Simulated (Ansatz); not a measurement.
CH6AlNOSi, relaxed with RKS PBE0-D4/def2-TZVP in the Gaussian-basis code of Ansatz from a PBE-D4/def2-SVP geometry. The force threshold is 0.005 eV/Å; the program also tests the step.

The species carries charge 0 and has multiplicity 1. The bonds changed during the relaxation, so this is another structure than the one it started from.

Start:

```xyz
11

N     1.285   -0.414    0.288
C    -0.011   -0.774   -0.435
Al   -0.377   -0.108    1.408
O    -1.020    1.402    0.713
Si   -0.914    0.831   -0.884
H     1.830   -1.247    0.546
H     1.922    0.241   -0.196
H     0.037   -1.668   -1.080
H    -0.365   -0.597    2.916
H    -2.233    0.515   -1.536
H    -0.154    1.819   -1.741
```

(1) By how much does the energy fall, and how many steps does the optimiser take? (Best estimate.)

(2) Which bonds change most? (Estimate.)

(3) Give the relaxed structure. (Best estimate.)

Answers

(1) Ansatz gave: 7.92 kJ/mol, in 7 steps, 1 of them rejected.

(2) The calculation gave: O4–Si5 from 1.699 to 1.656 Å; N1–Al3 from 2.027 to 1.985 Å; Al3–Si5 from 2.535 to 2.494 Å; Al3–O4 from 1.782 to 1.749 Å.

(3) Ansatz gave: 
```xyz
11

N     1.269   -0.409    0.291
C    -0.018   -0.771   -0.436
Al   -0.359   -0.100    1.384
O    -1.001    1.371    0.688
Si   -0.903    0.818   -0.870
H     1.805   -1.230    0.544
H     1.883    0.246   -0.184
H     0.041   -1.650   -1.066
H    -0.356   -0.590    2.877
H    -2.211    0.522   -1.512
H    -0.150    1.793   -1.717
```
